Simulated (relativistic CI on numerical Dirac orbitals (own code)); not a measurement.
**Sc2+: resonant inelastic scattering at the L2,3 edge**

Computed with this model: Dirac-Coulomb-Breit CI, separate exchange-only KLI orbitals for each configuration, a model potential for QED, valence Slater integrals scaled by 0.9, Kramers-Heisenberg scattering through one core-hole configuration in a parametric crystal field; configurations [Ar] 3d → [He] 2s2 2p5 3s2 3p6 3d2; 300 K; core-hole width 0.4 eV; summed over polarisations. Incident energies are the highest absorption maxima for each field (at most a few, so the weaker spin-orbit partner edge can be absent), on the computed scale of the free ion. Intensities are in per cent of the strongest line above 0.02 eV; levels within 1 cm⁻¹ are merged; final levels count from the ground level, the first row holds all elastic scattering, lines under 0.4 are left out and each table stops after 24 rows. The scale of the Slater integrals is a model choice and moves the terms in proportion.

Field parameters in Wybourne normalisation: Oh B⁴₀ = 21Dq, B⁴₄ = √(5/14) B⁴₀. The field is a parameter set, without covalency.

S is read from ⟨S²⟩ = S(S + 1).

Oh, 10Dq = 3250 cm⁻¹:

```
Final level (eV)  Degeneracy  Irrep     S  402.9 eV  405.1 eV  406.9 eV
           0.000           4     Γ8  0.50     226.3      84.5     342.5
           0.012           2     Γ7  0.50      24.7       2.1      82.8
           0.407           4     Γ8  0.50      51.3      17.4     100.0
```

Oh, 10Dq = 7350 cm⁻¹:

| Final level (eV) | Degeneracy | Irrep | S | 403 eV | 404.7 eV | 407.2 eV |
| --- | --- | --- | --- | --- | --- | --- |
| 0.000 | 4 | Γ8 | 0.50 | 163.7 | 53.4 | 237.1 |
| 0.012 | 2 | Γ7 | 0.50 | 8.9 | 5.9 | 47.9 |
| 0.916 | 4 | Γ8 | 0.50 | 35.6 | 5.9 | 100.0 |

Oh, 10Dq = 11400 cm⁻¹:

```csv
Final level (eV),Degeneracy,Irrep,S,403.4 eV,406.5 eV,407.6 eV
0.000,4,Γ8,0.50,109.3,194.0,174.0
0.012,2,Γ7,0.50,7.0,14.9,38.2
1.418,4,Γ8,0.50,25.8,13.2,100.0
```

For the first field the strongest loss at the lowest incident energy is the level at 0.41 eV (S = 0.50, against 0.50 in the thermal ground state).
